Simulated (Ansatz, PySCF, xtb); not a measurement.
Stretching the Sb1–H2 bond in stibine (SMILES [SbH3]) (multiplicity 1 held, fragments rigid). Energies count from the point at 1.714 Å.
Geometry at that point (charge 0, multiplicity 1):
```xyz
4

Sb     0.000    -0.001     0.054
H     -0.904    -1.083    -0.920
H     -0.498     1.336    -0.897
H      1.394    -0.225    -0.917
```

Restricted levels (R-, RO-) in cc, def2 and unpolarised 6-31G sets keep to the state of the molecule at rest. U- levels take the lowest unrestricted solution at each point, which mixes spins at long bonds. Active spaces are followed from a long bond inwards. Left out are points that failed, MP2 points that dive below the minimum, coupled-cluster points behind a jump of the amplitudes or a sharp parting from full CI or MRCI, small-basis points behind a change of solution, and semi-empirical points at long bonds. Levels need not reach the same state.

Frozen-core correlation. Filled d and f shells under p-block atoms count as core. Rows in LANL2DZ carry no dispersion term and start afresh at each structure. LANL2DZ brings its own core potentials from Na on.

Run with Ansatz (a first-principles code) with Gaussian orbitals; PySCF for LANL2DZ rows; xtb for the GFN methods.  In def2 rows elements past Kr take small-core potentials, without spin–orbit coupling. The GFN methods have no spin term and hold the electronic entropy of 300 K.

Energies in eV.

```tsv
R (Å)	GFN2-xTB	R-BP86/LANL2DZ	R-MP2/def2-TZVPP	U-SCS-MP2/def2-TZVPP	FIC-MRCISD+Q on CASSCF(2,2)/def2-TZVPP
1.371	1.05	1.46	1.38	1.39	1.41
1.542	0.13	0.31	0.25	0.25	0.27
1.714	0.00	0.00	0.00	0.00	0.00
1.885	0.14	0.11	0.20	0.19	0.16
2.057	0.38	0.43	0.60	0.59	0.52
2.314	0.84	1.05	1.34	1.61	1.16
2.571	1.34	1.69	2.08	2.32	1.75
2.999	2.05	2.59	3.10	2.77	2.44
3.428	2.56	3.25	3.81	2.90	2.79
3.942	2.91	3.76	4.28	2.94	2.94
4.627	left out	left out	4.39	2.96	2.98
5.484	3.10	left out	3.98	2.96	2.99
```

Doubts at one or more of the structures used: a restricted determinant that unrestricted orbitals would lower (R-MP2/def2-TZVPP); a spin-contaminated determinant (U-SCS-MP2/def2-TZVPP).
